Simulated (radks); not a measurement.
Species: F8+. Configuration: 1s1 (the NIST ground configuration). All-electron calculation, scalar-relativistic Kohn-Sham, PBEsol, spin-polarised, spherical densities, finite nucleus; open shells are filled with parallel spins first; Fermi nuclear charge, rms radius 2.8976 fm. Program: a radial shooting solver on a logarithmic mesh with Libxc functionals.

Normalised radial functions P(r) = r R(r), r in bohr:

| r | 1s up |
|---|---|
| 0.0119 | 0.5802 |
| 0.01489 | 0.7062 |
| 0.01863 | 0.8538 |
| 0.02349 | 1.0299 |
| 0.02939 | 1.2211 |
| 0.03706 | 1.4362 |
| 0.04637 | 1.6512 |
| 0.05801 | 1.8589 |
| 0.07316 | 2.0439 |
| 0.09153 | 2.1659 |
| 0.1145 | 2.2022 |
| 0.1444 | 2.1214 |
| 0.1807 | 1.9156 |
| 0.2278 | 1.5818 |
| 0.285 | 1.1855 |
| 0.3566 | 0.7828 |
| 0.4497 | 0.4309 |
| 0.5626 | 0.1977 |

1s up: eigenvalue -1043.1 eV, 0 radial nodes, <r> = 0.167 bohr, 90 % of the charge inside 0.297 bohr.
